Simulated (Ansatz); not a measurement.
Mulliken charges of `C=C(F)[NH][AlH2]` from r2SCAN/def2-TZVPP in Ansatz (PBE0-D4/def2-TZVP geometry).

| atom | x (Å) | y (Å) | z (Å) | charge (e) |
| --- | --- | --- | --- | --- |
| C1 | -1.618 | 0.990 | 0.683 | -0.314 |
| C2 | -0.429 | 0.414 | 0.540 | 0.343 |
| F3 | 0.453 | 0.459 | 1.550 | -0.209 |
| N4 | 0.094 | -0.265 | -0.525 | -0.326 |
| Al5 | 1.702 | -1.046 | -0.721 | 0.481 |
| H6 | -2.341 | 0.964 | -0.119 | 0.067 |
| H7 | -1.868 | 1.490 | 1.607 | 0.096 |
| H8 | -0.560 | -0.308 | -1.294 | 0.154 |
| H9 | 1.870 | -1.721 | -2.141 | -0.149 |
| H10 | 2.780 | -1.028 | 0.424 | -0.142 |

Problem. By hand: the dipole of these point charges (1 e Å = 4.8032 D).

Solution. Σ q r = (-0.042, -0.119, -0.323) e Å, of length 0.347 e Å = 1.67 D.

Problem. How does the dipole of the full density compare? (Estimate.)

Solution. Computed: (-0.105, -0.091, -0.321) e Å, 1.68 D; the point charges give 0.99 times that, at 11° from its direction.

Point charges leave out the atoms' own dipoles, such as those of lone pairs, and Mulliken's split depends on the basis, so the close match here is no proof of good charges.
